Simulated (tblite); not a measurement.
Task: Give a GFN2-xTB geometry of `C=CPc1cccc(F)c1`.

Result: 
Z-matrix in Å and degrees, rows numbered from 1:
```
C 
C   1  1.3226
P   2  1.8191  1  124.66
C   3  1.8335  2   96.83  1  -120.96
C   4  1.3921  3  118.51  2   -73.58
C   5  1.3823  4  120.65  3  -178.93
C   6  1.3849  5  120.30  4     0.84
C   7  1.3827  6  118.41  5    -0.02
F   8  1.3504  7  118.96  6   179.69
C   8  1.3820  7  122.31  6    -0.51
H   1  1.0782  2  121.95  3  -176.93
H   1  1.0783  2  121.81  3     2.74
H   2  1.0841  1  120.94  3   175.96
H   3  1.3986  2   95.92  1   -24.36
H   5  1.0814  4  119.24  3     0.89
H   6  1.0795  5  120.08  4  -179.53
H   7  1.0783  6  121.68  5   179.58
H  10  1.0800  4  121.48  3    -1.61
```

P3 (phosphine phosphorus) is pyramidal (angles 96.8°, 95.9° and 95.8°, sum 288.6°, 0.84 Å off the plane of its three neighbours). The 6-membered ring C4–C5–C6–C7–C8–C10 has internal angles of 118.4° to 122.3°; it is planar, 0.00 Å rms from its mean plane, widest ring torsion 1°. Of the pairs four or more bonds apart, H14···H18 is among the closest relative to their van der Waals radii: 2.38 Å, 99 % of the sum of Bondi's values. The C–C distances run from 1.323 Å (C1=C2, drawn double) to 1.392 Å (C4–C5, aromatic), a spread of 0.069 Å.

The geometry is computed with GFN2-xTB (gas phase).

Point group: C1 (no symmetry element, even within 0.4 Å). Its GFN2-xTB frequencies are all real (lowest 27 cm⁻¹). One conformer, not necessarily the lowest (C1–C2–P3–C4 -121°, C2–P3–C4–C5 -74°). 3 starts were optimised and ended at 0.00, 0.03 and 0.78 kcal/mol (GFN2-xTB); the lowest of these is shown.
